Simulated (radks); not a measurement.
Values are calculated unless marked as measured or tabulated.
Question: All-electron atom: the xenon ion Xe+ in [Kr] 4d10 5s2 5p5. Level of theory: Dirac Kohn-Sham, LDA (Slater exchange, Perdew-Wang correlation), spin-unpolarised, spherical densities, finite nucleus; open shells fill j = l - 1/2 first; Fermi nuclear charge, rms radius 4.75 fm (a radial shooting solver on a logarithmic mesh with Libxc functionals).

Spin-orbit splittings of the eigenvalues, e(l+1/2) - e(l-1/2), with zeta = 2 splitting/(2l+1) and mean radii in bohr:

| shell | occ. | splitting (eV) | zeta (eV) | <r> j=l-1/2 | <r> j=l+1/2 |
|---|---|---|---|---|---|
| 2p | 6 | 324.2 | 216.1 | 0.09624 | 0.1020 |
| 3p | 6 | 61.55 | 41.03 | 0.2965 | 0.3082 |
| 3d | 10 | ? | ? | 0.2789 | 0.2826 |
| 4p | 6 | 12.39 | 8.261 | 0.7458 | 0.7742 |
| 4d | 10 | 1.999 | 0.7996 | 0.8707 | 0.8817 |
| 5p | 5 | 1.418 | 0.9453 | 2.122 | 2.218 |

Estimate the 3d splitting.

Answer: 13.02 eV (zeta = 5.209 eV).
